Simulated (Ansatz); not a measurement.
Computed with Ansatz on PBE0-D4/def2-TZVP structures; ΔE is electronic, products minus reactants. CCSD(T)/CBS is the MP2 limit (def2-TZVPP, def2-QZVPP) plus CCSD(T) − MP2 in def2-TZVPP, frozen cores. This one scheme is used for every species. DFT in def2-TZVPP. For Zn outer-core shells are correlated without core-valence functions, which leaves a few kJ/mol of doubt a bond. Scalar relativity is left out up to krypton.

Reaction (cleavage of the Zn–B bond): `C[BH][ZnH]` + `BS` → `B[S][ZnH]` + `BC`

```csv
level,ΔE (kJ/mol)
BHLYP-D4,-126.2
PBE,-110.0
```

Problem. What does CCSD(T)/CBS give? (Estimate.)

Solution. The calculation gave: -125.2 kJ/mol. The listed levels differ from it by -1.0, 15.2 kJ/mol.

Largest T1 diagnostic among the species: 0.017.

From PBE to PBE0 (25 % exact exchange), in def2-TZVPP and without D4, ΔE moves by −8.0 kJ/mol. In def2-TZVPP, CCSD(T) changes the Hartree–Fock value by +14.6 kJ/mol (the triples alone add +0.2 kJ/mol) and MP2 by +6.9 kJ/mol.
